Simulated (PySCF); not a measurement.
Spiro[2.4]heptane, C7H12.
Numbering: `[CH2:1]1[CH2:2][CH2:3][C:4]2([CH2:5]1)[CH2:6][CH2:7]2` (hydrogens: H8, H9 on C1; H10, H11 on C2; H12, H13 on C3; H14, H15 on C5; H16, H17 on C6; H18, H19 on C7)

The same species was optimised twice, with GFN2-xTB and with PBE0-D3(BJ)/def2-SVP (PySCF), and the same property calculations (PySCF, gas phase) were run on both structures.

```tsv
coordinate	GFN2-xTB	PBE0-D3(BJ)/def2-SVP	change
C3–C4 (Å)	1.524	1.531	+0.007
C4–C5 (Å)	1.524	1.531	+0.007
C4–C7 (Å)	1.499	1.501	+0.002
C4–C6 (Å)	1.499	1.501	+0.002
C1–C2 (Å)	1.527	1.528	+0.001
C6–C7 (Å)	1.501	1.500	-0.001
C1–C5 (Å)	1.529	1.530	+0.001
C2–C3 (Å)	1.529	1.529	0.000
C3–C4–C5 (°)	107.8	107.4	-0.4
C3–C4–C7 (°)	121.1	121.3	+0.2
C5–C4–C6 (°)	121.1	121.4	+0.3
C6–C4–C7 (°)	60.1	60.0	-0.1
C1–C5–C4 (°)	104.6	104.5	-0.1
C2–C3–C4 (°)	104.5	104.5	0.0
C1–C2–C3 (°)	103.2	103.2	0.0
C4–C6–C7 (°)	59.9	60.0	+0.1
```

Rotational constants: A = 5130, B = 2212, C = 1872 MHz (GFN2-xTB) against A = 5091, B = 2201, C = 1862 MHz (PBE0-D3(BJ)/def2-SVP). Point groups within 0.08 Å: C2 and C2.

On the GFN2-xTB structure: lowest singlet, TDDFT (eV) 7.01 [B3LYP/def2-SVPD]; lowest triplet, Tamm–Dancoff (eV) 6.93 [B3LYP/def2-SVPD]; isotropic polarisability (au) 78.1 [B3LYP/def2-SVPD]; HOMO (eV) -7.30 [B3LYP/def2-SVPD]; LUMO (eV) 0.56 [B3LYP/def2-SVPD]; dipole (D) 0.23 [B3LYP/def2-SVPD]; HOMO (eV) -7.51 [PBE0/pcSseg-1]; LUMO (eV) 1.56 [PBE0/pcSseg-1]; dipole (D) 0.25 [PBE0/pcSseg-1]; GIAO shielding of C1/C2 (mean) (ppm) 154.9 [PBE0/pcSseg-1]; GIAO shielding of C3/C5 (mean) (ppm) 146.3 [PBE0/pcSseg-1]; GIAO shielding of C4 (ppm) 165.7 [PBE0/pcSseg-1]; GIAO shielding of C6/C7 (mean) (ppm) 168.2 [PBE0/pcSseg-1].

Problem. What do these properties become on the PBE0-D3(BJ)/def2-SVP structure?

Solution. 
```json
{"property": "lowest singlet, TDDFT (eV)", "level": "B3LYP/def2-SVPD", "on GFN2-xTB": "7.01", "on PBE0-D3(BJ)/def2-SVP": "6.97", "change": "-0.04"}
{"property": "lowest triplet, Tamm–Dancoff (eV)", "level": "B3LYP/def2-SVPD", "on GFN2-xTB": "6.93", "on PBE0-D3(BJ)/def2-SVP": "6.89", "change": "-0.04"}
{"property": "isotropic polarisability (au)", "level": "B3LYP/def2-SVPD", "on GFN2-xTB": "78.1", "on PBE0-D3(BJ)/def2-SVP": "79.5", "change": "+1.4"}
{"property": "HOMO (eV)", "level": "B3LYP/def2-SVPD", "on GFN2-xTB": "-7.30", "on PBE0-D3(BJ)/def2-SVP": "-7.28", "change": "+0.02"}
{"property": "LUMO (eV)", "level": "B3LYP/def2-SVPD", "on GFN2-xTB": "0.56", "on PBE0-D3(BJ)/def2-SVP": "0.55", "change": "-0.01"}
{"property": "dipole (D)", "level": "B3LYP/def2-SVPD", "on GFN2-xTB": "0.23", "on PBE0-D3(BJ)/def2-SVP": "0.24", "change": "+0.01"}
{"property": "energy, GFN2-xTB geometry as zero (kcal/mol)", "level": "B3LYP/def2-SVPD", "on GFN2-xTB": "0.0", "on PBE0-D3(BJ)/def2-SVP": "-0.8", "change": "-0.8"}
{"property": "HOMO (eV)", "level": "PBE0/pcSseg-1", "on GFN2-xTB": "-7.51", "on PBE0-D3(BJ)/def2-SVP": "-7.48", "change": "+0.03"}
{"property": "LUMO (eV)", "level": "PBE0/pcSseg-1", "on GFN2-xTB": "1.56", "on PBE0-D3(BJ)/def2-SVP": "1.53", "change": "-0.03"}
{"property": "dipole (D)", "level": "PBE0/pcSseg-1", "on GFN2-xTB": "0.25", "on PBE0-D3(BJ)/def2-SVP": "0.26", "change": "+0.01"}
{"property": "energy, GFN2-xTB geometry as zero (kcal/mol)", "level": "PBE0/pcSseg-1", "on GFN2-xTB": "0.0", "on PBE0-D3(BJ)/def2-SVP": "-0.3", "change": "-0.3"}
{"property": "GIAO shielding of C1/C2 (mean) (ppm)", "level": "PBE0/pcSseg-1", "on GFN2-xTB": "154.9", "on PBE0-D3(BJ)/def2-SVP": "153.2", "change": "-1.7"}
{"property": "GIAO shielding of C3/C5 (mean) (ppm)", "level": "PBE0/pcSseg-1", "on GFN2-xTB": "146.3", "on PBE0-D3(BJ)/def2-SVP": "144.3", "change": "-2.0"}
{"property": "GIAO shielding of C4 (ppm)", "level": "PBE0/pcSseg-1", "on GFN2-xTB": "165.7", "on PBE0-D3(BJ)/def2-SVP": "164.8", "change": "-0.9"}
{"property": "GIAO shielding of C6/C7 (mean) (ppm)", "level": "PBE0/pcSseg-1", "on GFN2-xTB": "168.2", "on PBE0-D3(BJ)/def2-SVP": "165.7", "change": "-2.5"}
```

The heavy atoms differ by 0.005 Å rms after alignment. Among bonds between heavy atoms C3–C4 and C4–C5 change most and about equally (+0.007 Å). Changes are differences of the printed values. Neither structure is proved a minimum here.
